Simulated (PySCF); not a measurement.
## Working out the electron affinity of Sr

Sr⁻ [Kr] 4d1 5s2 (2D) → Sr [Kr] 5s2 (1S). All numbers are calculated (PySCF 2.14, the spin-free X2C one-electron Hamiltonian (Gaussian nucleus), in aug-cc-pVTZ-X2C). Frozen: [Kr]. Energies in hartree (1 hartree = 27.21139 eV):

| part | Sr⁻ (lower) | Sr (upper) |
| --- | --- | --- |
| UHF | -3177.318810 | -3177.353593 |
| CCSD correlation | -0.031060 | -0.025858 |
| (T) | -0.001401 | 0.000000 |

What does Hartree-Fock give?

(-3177.353593) − (-3177.318810) = -0.034783 hartree = -0.946 eV.

What do CCSD and CCSD(T) give?

The CCSD correlation energies differ by 0.005202 hartree = 0.142 eV and the triples by 0.001401 hartree = 0.038 eV, so CCSD gives -0.804 eV and CCSD(T) -0.766 eV.

The coupled-cluster amplitudes are large, so a single reference is strained.

The configuration of this anion was assumed by filling the next shell in order. It is not the known or likely ground configuration (Ca⁻, Sr⁻ and Ba⁻, for instance, bind a p electron), so these values are not the electron affinity of the element.
